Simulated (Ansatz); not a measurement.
Relaxation of CH₇BSn (10 atoms, charge 0, multiplicity 1), to a largest force component of 0.015 eV/Å in at most 40 steps.

Theory: RKS PBE0-D4/def2-SVP (Ansatz).

```xyz
10
Properties=species:S:1:pos:R:3:forces:R:3
C -1.086 0.937 -0.681 0.79 2.28 0.17
B -0.203 -0.300 -0.754 0.16 0.10 0.14
Sn 1.090 -0.801 0.942 1.22 -0.07 0.96
H -2.120 0.679 -0.799 -1.20 -0.36 -0.28
H -0.869 1.663 -1.540 -0.19 -0.83 0.75
H -0.999 1.521 0.275 -0.08 -0.32 -0.66
H -0.177 -0.984 -1.709 -0.06 -0.52 -0.79
H 2.828 -0.788 0.415 -0.98 -0.07 0.41
H 0.917 0.408 2.262 0.13 -0.63 -0.61
H 0.702 -2.386 1.593 0.22 0.42 -0.10
```

Problem. Where does it end, and by what steps?

Solution. The run converged. After 5 steps the energy has fallen by 0.255 eV; H9 moved furthest, 0.22 Å.

```tsv
step	energy less start (eV)	largest force component (eV/Å)	accepted
0	0.0000	2.285	yes
1	-0.1328	1.407	yes
2	-0.2444	0.314	yes
3	-0.2541	0.088	yes
4	-0.2546	0.023	yes
5	-0.2547	0.008	yes
```

```xyz
10
Properties=species:S:1:pos:R:3
C -1.140 1.007 -0.708
B -0.205 -0.235 -0.710
Sn 1.162 -0.817 0.995
H -2.176 0.665 -0.892
H -0.902 1.626 -1.594
H -1.127 1.642 0.187
H -0.202 -0.950 -1.690
H 2.807 -0.867 0.494
H 1.071 0.266 2.329
H 0.794 -2.387 1.591
```

Whether the end is a true minimum wasn't checked by a vibrational analysis.

Run time: 25 s on 1 thread of Intel(R) Xeon(R) Platinum 8488C (Sapphire Rapids), with other jobs on the host, peak memory 0.2 GiB.
